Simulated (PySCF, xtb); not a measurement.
C2H4GeN2, SMILES N(/C#N)=[CH]/[GeH3].

Harmonic wavenumbers (cm⁻¹) from GFN2-xTB (xtb) at its own minimum, in rising order: 66, 88, 228, 282, 405, 442, 543, 573, 664, 741, 800, 844, 850, 1018, 1290, 1688, 2011, 2088, 2120, 2328, 2937.

Question: What does PBE-D3(BJ)/def2-SVP (PySCF) give at its own minimum? (An estimate is asked for; the answer gives what the named calculation found.)

Answer: 6, 105, 257, 289, 433, 460, 562, 611, 699, 769, 828, 848, 877, 965, 1316, 1634, 2090, 2100, 2134, 2224, 3018. Paired by order, the mean absolute difference is 36 cm⁻¹ and the zero-point energies are 31.5 and 31.8 kcal/mol.
